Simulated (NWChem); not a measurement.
System: CH4MgO; SMILES C[O][MgH]

NWChem input:

```
start job
memory heap 200 mb stack 900 mb global 1100 mb
geometry units angstroms noautosym nocenter noautoz
  Mg     0.000000     0.000000    -1.405020
  H      0.000000     0.000000    -3.103364
  O      0.000000     0.000000     0.365649
  C      0.000000     0.000000     1.750269
  H      0.624798    -0.811425     2.160126
  H      0.390316     0.946804     2.160126
  H     -1.015114    -0.135378     2.160126
end
basis spherical
  * library aug-cc-pvdz
end
dft
  xc b3lyp
  iterations 150
end
property
  response 1 0.0
end
task dft property
```

Coordinates come from a B3LYP/6-31G* (spherical d) optimisation.

Static field.

Question: What results follow from this input? (B3LYP/aug-cc-pVDZ.) Quantities: isotropic polarisability (bohr³); anisotropy (bohr³).

Answer: The isotropic polarisability (bohr³) is 46.9. The anisotropy (bohr³) is 17.3.
